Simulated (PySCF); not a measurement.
HOS, SMILES O[S], multiplicity 2. The structure is a stationary point at PBE0-D3(BJ)/def2-TZVPD.

### Question
Give the equilibrium geometry at PBE0-D3(BJ)/def2-TZVPD (PySCF confirms it by a frequency run) as a Z-matrix, and its point group. (Estimate from the structure and the level; the computed values follow.)

### Answer
point group Cs.
```
O
H 1 0.9658
S 1 1.6248 2 108.91
```
Charge 0, spin multiplicity 2.
